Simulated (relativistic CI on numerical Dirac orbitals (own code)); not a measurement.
V²⁺ in a cubic cluster: 1s photoemission with charge transfer

Computed with a charge-transfer multiplet model of a cubic metal-ligand cluster with up to 2 ligand holes, Slater and spin-orbit integrals from Dirac-Coulomb-Breit ions, Slater integrals scaled by 0.9. The ground state mixes d3 with configurations of k ligand holes L, whose averages lie at kΔ + k(k − 1)U_dd/2; a core hole lowers each added d electron by U_cd. 20 K, Lorentzian 1.1 eV and Gaussian 0.6 eV FWHM.

Atomic integrals in eV (Slater integrals scaled, ζ unscaled), ground: F2dd 8.026, F4dd 4.988, zeta_d 0.019; with the core hole: F2dd 9.721, F4dd 6.087, zeta_d 0.034, G2cd 0.043.

Cluster parameters (eV): Δ = 8, U_dd = 4.4, U_cd = 5, 10Dq = 0.75, 10Dq(ligand) = 1.3, final-state hopping factor = 0.9.

```
                              Case   n_d    d3   d4L  d5L2     S
V(eg) = 1.65 eV, V(t2g) = -0.85 eV  3.18  0.83  0.16  0.01  1.50
   V(eg) = 1.95 eV, V(t2g) = -1 eV  3.23  0.79  0.20  0.01  1.50
V(eg) = 2.85 eV, V(t2g) = -1.46 eV  3.37  0.66  0.30  0.03  1.50
```

Weights, n_d and S are thermal averages at 20 K. Binding energies count from the first peak over 30 % of the highest in each spectrum, which can be another peak from case to case. The parameters are a model scan and need not match a compound or its usual spin state. Peaks in eV (height, largest 100):
- V(eg) = 1.65 eV, V(t2g) = -0.85 eV: 0.0 (100), 4.3 (12)
- V(eg) = 1.95 eV, V(t2g) = -1 eV: 0.0 (100), 4.8 (9), 7.5 (5)
- V(eg) = 2.85 eV, V(t2g) = -1.46 eV: 0.0 (100)

For the case V(eg) = 1.95 eV, V(t2g) = -1 eV, Δ = 8 eV is larger than U_dd = 4.4 eV, the Mott-Hubbard side of the Zaanen-Sawatzky-Allen scheme. With the core hole the average of the configuration with one ligand hole lies at Δ − U_cd = 3.0 eV before mixing: the effective hopping of about 3.8 eV (from the holes of the mixed ground state) is comparable with this gap or larger, so the configurations mix strongly.
